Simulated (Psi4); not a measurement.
F$_{2}$OS, charge +1, doublet, geometry from GFN2-xTB (a state made from the parent by changing its charge; the spin is typed, not shown lowest); BLYP/STO-3G in Psi4 1.11.

The Psi4 input:
```
memory 2 GB

molecule mol {
1 2
  O     1.412777   -0.152744   -0.328451
  S     0.175328   -0.006149    0.328915
  F    -0.664628    1.263810   -0.187633
  F    -0.902868   -1.117107   -0.105148
}

set basis sto-3g
set reference uks
set guess sadno

energy('blyp')
print_variables()
```

Question: What does Psi4 print? Leave out banner, timings and long lists.

Answer: 
```
   => Loading Basis Set <=

    Name: STO-3G
    Role: ORBITAL
    Keyword: BASIS

         ---------------------------------------------------------
                                   SCF
               by Justin Turney, Rob Parrish, Andy Simmonett
                          and Daniel G. A. Smith
                              UKS Reference
         ---------------------------------------------------------

  ==> Geometry <==

    Molecular point group: c1
    Full point group: C1

    Geometry (in Angstrom), charge = 1, multiplicity = 2:

       Center              X                  Y                   Z               Mass
    ------------   -----------------  -----------------  -----------------  -----------------
         O            1.431122795814    -0.154458666504    -0.324963213103    15.994914619570
         S            0.193673795814    -0.007863666504     0.332402786897    31.972071174400
         F           -0.646282204186     1.262095333496    -0.184145213103    18.998403162730
         F           -0.884522204186    -1.118821666504    -0.101660213103    18.998403162730

  Running in c1 symmetry.

  Rotational constants: A =      0.27898  B =      0.26846  C =      0.15150 [cm^-1]
  Rotational constants: A =   8363.53403  B =   8048.08419  C =   4541.77204 [MHz]
  Nuclear repulsion =  191.026359033216380

  Charge       = 1
  Multiplicity = 2
  Electrons    = 41
  Nalpha       = 21
  Nbeta        = 20

  ==> Algorithm <==

  SCF Algorithm Type is DF.
  DIIS enabled.
  MOM disabled.
  Fractional occupation disabled.
  Guess Type is SADNO.
  Energy threshold   = 1.00e-06
  Density threshold  = 1.00e-06
  Integral threshold = 1.00e-12

  ==> Primary Basis <==

  Basis Set: STO-3G
    Blend: STO-3G
    Number of shells: 14
    Number of basis functions: 24
    Number of Cartesian functions: 24
    Spherical Harmonics?: true
    Max angular momentum: 1

  ==> DFT Potential <==

   => LibXC <=

    Version 7.1.2
    S. Lehtola, C. Steigemann, M. J. T. Oliveira, and M. A. L. Marques,  SoftwareX 7, 1–5 (2018) (10.1016/j.softx.2017.11.002)

   => Composite Functional: BLYP <=

    BLYP GGA Exchange-Correlation Functional

    P.J. Stephens et. al., J. Phys. Chem., 98, 11623-11627, 1994
    B. Miehlich et. al., Chem. Phys. Lett., 157(3), 200-206 1989

    Deriv               =              1
    GGA                 =           TRUE
    Meta                =          FALSE

    Exchange Hybrid     =          FALSE
    MP2 Hybrid          =          FALSE

   => Exchange Functionals <=

    1.0000     XC_GGA_X_B88

   => Correlation Functionals <=

    1.0000     XC_GGA_C_LYP

   => LibXC Density Thresholds  <==

    XC_GGA_C_LYP:  1.00E-14
    XC_GGA_X_B88:  1.00E-15

   => Molecular Quadrature <=

    Radial Scheme          =       TREUTLER
    Pruning Scheme         =           NONE
    Nuclear Scheme         =       TREUTLER

    Blocking Scheme        =         OCTREE
    BS radius alpha        =              1
    Pruning alpha          =              1
    Radial Points          =             75
    Spherical Points       =            302
    Total Points           =          83524
    Total Blocks           =            699
    Max Points             =            256
    Max Functions          =             23
    Weights Tolerance      =       1.00E-15

   => Loading Basis Set <=

    Name: (STO-3G AUX)
    Role: JKFIT
    Keyword: DF_BASIS_SCF

  ==> Integral Setup <==

  SCF_SUBTYPE=INCORE selected. In-core MEM_DF algorithm will be used.
  Using in-core AOs.

  ==> MemDFJK: Density-Fitted J/K Matrices <==

    J tasked:                   Yes
    K tasked:                    No
    wK tasked:                   No
    Algorithm:                 Core
    Schwarz Cutoff:           1E-12
    Mask sparsity (%):       2.0833
    Fitting Condition:        1E-10

   => Auxiliary Basis Set <=

  Basis Set: (STO-3G AUX)
    Blend: DEF2-UNIVERSAL-JKFIT
    Number of shells: 113
    Number of basis functions: 359
    Number of Cartesian functions: 434
    Spherical Harmonics?: true
    Max angular momentum: 4

  Minimum eigenvalue in the overlap matrix is 3.0178649290E-01.
  Reciprocal condition number of the overlap matrix is 1.6913847853E-01.
    Using symmetric orthogonalization.

  ==> Pre-Iterations <==

  SCF Guess: Superposition of Atomic Densities' Natural Orbitals via on-the-fly atomic UHF (doi:10.1021/acs.jctc.8b01089).

   -------------------------------------------------------
    Irrep   Nso     Nmo     Nalpha   Nbeta   Ndocc  Nsocc
   -------------------------------------------------------
     A         24      24      21      20      20       1
   -------------------------------------------------------
    Total      24      24      21      20      20       1
   -------------------------------------------------------

  ==> Iterations <==

                           Total Energy        Delta E     RMS |[F,P]|

   @DF-UKS iter   1:  -662.87531126511328   -6.62875e+02   9.04551e-02 ADIIS/DIIS
   @DF-UKS iter   2:  -663.41407737205884   -5.38766e-01   3.96531e-02 ADIIS/DIIS
   @DF-UKS iter   3:  -663.45758992989101   -4.35126e-02   3.77913e-02 ADIIS/DIIS
   @DF-UKS iter   4:  -663.92996914963942   -4.72379e-01   2.57566e-02 ADIIS/DIIS
   @DF-UKS iter   5:  -663.94367232083766   -1.37032e-02   2.32917e-02 ADIIS/DIIS
   @DF-UKS iter   6:  -664.14687366375165   -2.03201e-01   6.52714e-03 ADIIS/DIIS
   @DF-UKS iter   7:  -664.16285064851775   -1.59770e-02   1.26754e-04 ADIIS/DIIS
   @DF-UKS iter   8:  -664.16285684641934   -6.19790e-06   5.31089e-05 DIIS
   @DF-UKS iter   9:  -664.16285792961207   -1.08319e-06   1.03626e-05 DIIS
   @DF-UKS iter  10:  -664.16285789707126    3.25408e-08   1.32790e-05 DIIS
   @DF-UKS iter  11:  -664.16285797666433   -7.95931e-08   2.70205e-06 DIIS
   @DF-UKS iter  12:  -664.16285797933654   -2.67221e-09   3.73214e-07 DIIS
  Energy and wave function converged.

  ==> Post-Iterations <==

   Electrons on quadrature grid:
      Nalpha   =   20.9999800358 ; deviation = -1.996e-05
      Nbeta    =   19.9999823209 ; deviation = -1.768e-05
      Ntotal   =   40.9999623566 ; deviation = -3.764e-05

   @Spin Contamination Metric:   4.224790371E-03
   @S^2 Expected:                7.500000000E-01
   @S^2 Observed:                7.542247904E-01
   @S   Expected:                5.000000000E-01
   @S   Observed:                5.000000000E-01

    Orbital Energies [Eh]
    ---------------------

    Alpha Occupied:

       1A    -87.704743     2A    -24.392065     3A    -24.391843
       4A    -18.943541     5A     -8.019600     6A     -6.045773
       7A     -6.039935     8A     -6.031783     9A     -1.422574
      10A     -1.346271    11A     -1.312437    12A     -0.871853
      13A     -0.733800    14A     -0.715183    15A     -0.662910
      16A     -0.534960    17A     -0.532045    18A     -0.518903
      19A     -0.516078    20A     -0.501541    21A     -0.471626

    Alpha Virtual:

      22A     -0.242207    23A     -0.239618    24A     -0.082602

    Beta Occupied:

       1A    -87.703865     2A    -24.388707     3A    -24.388488
       4A    -18.936653     5A     -8.018735     6A     -6.045173
       7A     -6.039364     8A     -6.029873     9A     -1.411618
      10A     -1.333595    11A     -1.293190    12A     -0.856974
      13A     -0.722648    14A     -0.696620    15A     -0.644481
      16A     -0.518932    17A     -0.516965    18A     -0.506340
      19A     -0.499031    20A     -0.493921

    Beta Virtual:

      21A     -0.428581    22A     -0.228597    23A     -0.226639
      24A     -0.066189

    Final Occupation by Irrep:
              A
    DOCC [    20 ]
    SOCC [     1 ]
    NA   [    21 ]
    NB   [    20 ]

  @DF-UKS Final Energy:  -664.16285797933654

   => Energetics <=

    Nuclear Repulsion Energy =            191.0263590332163801
    One-Electron Energy =               -1288.4739960438014350
    Two-Electron Energy =                 488.0855002896742008
    DFT Exchange-Correlation Energy =     -54.8007212584255896
    Empirical Dispersion Energy =           0.0000000000000000
    VV10 Nonlocal Energy =                  0.0000000000000000
    Total Energy =                       -664.1628579793365361

  UHF NO Occupations:
  HONO-2 :   19  A 1.9994578
  HONO-1 :   20  A 1.9984876
  HONO-0 :   21  A 1.0000000
  LUNO+0 :   22  A 0.0015124
  LUNO+1 :   23  A 0.0005422
  LUNO+2 :   24  A 0.0000591

Computation Completed

Properties will be evaluated at   0.000000,   0.000000,   0.000000 [a0]

Properties computed using the SCF density matrix

 Multipole Moments:

 ------------------------------------------------------------------------------------
     Multipole            Electronic (a.u.)      Nuclear  (a.u.)        Total (a.u.)
 ------------------------------------------------------------------------------------

 L = 1.  Multiply by 2.5417464519 to convert [e a0] to [Debye]
 Dipole X            :         -1.4945566            1.4560782           -0.0384784
 Dipole Y            :          0.1514997           -0.1361075            0.0153922
 Dipole Z            :          0.0563396            0.2768261            0.3331657
 Magnitude           :                                                    0.3357333

 ------------------------------------------------------------------------------------

  Variable Map:
  ----------------------------------------------------------------------------
  "CURRENT ENERGY"              =>    -664.162857979337
  "CURRENT REFERENCE ENERGY"    =>    -664.162857979337
  "DD SOLVATION ENERGY"         =>       0.000000000000
  "DFT FUNCTIONAL TOTAL ENERGY" =>    -664.162857979337
  "DFT TOTAL ENERGY"            =>    -664.162857979337
  "DFT VV10 ENERGY"             =>       0.000000000000
  "DFT XC ENERGY"               =>     -54.800721258426
  "GRID ELECTRONS ALPHA"        =>      20.999980035764
  "GRID ELECTRONS BETA"         =>      19.999982320880
  "GRID ELECTRONS TOTAL"        =>      40.999962356644
  "NUCLEAR REPULSION ENERGY"    =>     191.026359033216
  "ONE-ELECTRON ENERGY"         =>   -1288.473996043801
  "PCM POLARIZATION ENERGY"     =>       0.000000000000
  "PE ENERGY"                   =>       0.000000000000
  "SCF ITERATION ENERGY"        =>    -664.162857979337
  "SCF ITERATIONS"              =>      12.000000000000
  "SCF TOTAL ENERGY"            =>    -664.162857979337
  "TWO-ELECTRON ENERGY"         =>     488.085500289674
  "XC GRID RADIAL POINTS"       =>      75.000000000000
  "XC GRID SPHERICAL POINTS"    =>     302.000000000000
  "XC GRID TOTAL POINTS"        =>   83524.000000000000

  Array Variable Map:
  ----------------------------------------------------------------------------
  "CURRENT DIPOLE"              =>      -0.038478354536 ... 0.333165667629 1 by 3
  "SCF DIPOLE"                  =>      -0.038478354536 ... 0.333165667629 1 by 3
  "SCF TOTAL ENERGIES"          =>    -662.875311265113 ... -664.162857979337 1 by 12
```
